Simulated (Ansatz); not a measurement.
Ansatz (an electronic-structure program) input (CCSD(T)/aug-cc-pVDZ):

Ansatz 0.2 input:
```yaml
crystal:
  periodic: [false, false, false]
  atoms:
    - {symbol: B, position_ang: [-1.54576958, 0.10378063, -0.17963293]}
    - {symbol: Br, position_ang: [0.34039482, -0.02285359, 0.03955707]}
    - {symbol: H, position_ang: [-1.96624912, 0.99399433, -0.83634538]}
    - {symbol: H, position_ang: [-2.21872151, -0.71302173, 0.35001253]}
basis:
  gaussian:
    orbitals: aug-cc-pVDZ
magnetization: {spin_polarized: false}
correlation: {method: ccsd_t, electrons: outside_noble_gas}
output: {forces: true}
```

End of the output:

```
integrals: 0.06 GiB planned
789 factors; integrals over basis functions are off by at most 6.4e-4 eV
0.87 GiB of device memory are held for the factors and their scratch space
mean field: 0.24 GiB planned
mean field evaluation 1: about -70701.5405 eV, gradient 1.0e1 eV
mean field evaluation 2: about -70701.5742 eV, gradient 1.0e1 eV
mean field evaluation 4: about -70702.0903 eV, gradient 1.1e0 eV
mean field evaluation 8: about -70702.0954 eV, gradient 8.6e-4 eV
mean field evaluation 16: about -70702.0953 eV, gradient 7.2e-2 eV
mean field -70702.09535358 eV, -2598.2540806425 hartree, gradient 3.9e-6 eV, S^2 0.000000; 0 other end points of the search recorded, 0 dependent functions left out
15 core orbitals not correlated
reference -70702.09535358 eV, -2598.2540806425 hartree; 6, 6 occupied and 56, 56 virtual orbitals, 789 factors
densities: 1.00 GiB planned
second order -5.72935670 eV of doubles, -0.00000000 eV of singles
coupled cluster: 0.40 GiB planned
cycle   1  -6.26415633 eV  change   -5.3e-1 eV  update   6.3e-2
cycle   2  -6.44947620 eV  change   -1.9e-1 eV  update   1.9e-2
cycle   3  -6.48290830 eV  change   -3.3e-2 eV  update   1.1e-2
cycle   4  -6.47965066 eV  change    3.3e-3 eV  update   4.2e-3
cycle   5  -6.47888830 eV  change    7.6e-4 eV  update   1.3e-3
cycle   6  -6.47902978 eV  change   -1.4e-4 eV  update   3.0e-4
cycle   7  -6.47906083 eV  change   -3.1e-5 eV  update   7.0e-5
cycle   8  -6.47906884 eV  change   -8.0e-6 eV  update   2.1e-5
cycle   9  -6.47906570 eV  change    3.1e-6 eV  update   6.4e-6
perturbative correction -0.18330807 eV, -0.0067364472 hartree
the calculation of the forces begins
0.87 GiB of device memory are held for the factors and their scratch space
Total energy: -70708.75772734 eV, -2598.4989183623 hartree
Atom 0 at    -1.545770     0.103781    -0.179633 Å, force     0.119012    -0.007990     0.013830 eV/Å
Atom 1 at     0.340395    -0.022854     0.039557 Å, force     0.314284    -0.021101     0.036523 eV/Å
Atom 2 at    -1.966249     0.993994    -0.836345 Å, force    -0.173193     0.308357    -0.229372 eV/Å
Atom 3 at    -2.218722    -0.713022     0.350013 Å, force    -0.260104    -0.279266     0.179019 eV/Å
Dipole moment:    -0.128595     0.008634    -0.014944 e Å
```
